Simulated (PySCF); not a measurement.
Molecular orbitals of KN

LC-ωPBE at R = 2.628 Å; basis K def2-SVP, N def2-SVP; no relativity; PySCF 2.14. State: ³Σ⁻ (triplet), unpaired electrons π ↑↑. Only the outer orbitals are listed, counted within each symmetry.

```
spin  orbital  occ.  ε (eV)  on K (%)  main shells (%)
   α       5σ     1  -41.33       100          100 K s
   α       2π     1  -24.04       100          100 K p
   α       2π     1  -24.04       100          100 K p
   α       6σ     1  -23.88        98           98 K p
   α       7σ     1  -19.54         5           95 N s
   α       3π     1   -7.97         4           96 N p
   α       3π     1   -7.97         4           96 N p
   α       8σ     1   -6.59         6           93 N p
   α       9σ     0   -0.13        99   85 K s, 14 K p
   α      10σ     0    1.63        99   82 K s, 17 K p
   α       4π     0    1.93        99           96 K p
   β       5σ     1  -41.33       100          100 K s
   β       2π     1  -24.04       100          100 K p
   β       2π     1  -24.04       100          100 K p
   β       6σ     1  -23.85        99           99 K p
   β       7σ     1  -15.77         5           95 N s
   β       8σ     1   -4.83        19   80 N p, 17 K s
   β       9σ     0   -0.15        95   77 K s, 17 K p
   β      10σ     0    1.62        96   76 K s, 20 K p
   β       3π     0    1.67        97           97 K p
```

Question: Which are the highest filled and the lowest empty level, where do they sit, and how wide is the gap?

Answer: Highest filled β 8σ at -4.83 eV (in %: 80 N p, 17 K s); lowest empty β 9σ at -0.15 eV (in %: 77 K s, 17 K p); the gap at LC-ωPBE is 4.68 eV.

* bond order (Mayer): 0.70
* ⟨S²⟩: 2.050
* charge on K (Mulliken, basis-dependent): 0.59
* charge on K (Löwdin, basis-dependent): 0.47
* dipole moment (positive dipole means K(−)N(+)): -8.94 D

The state was picked by a PBE0 search and need not be the measured ground state.
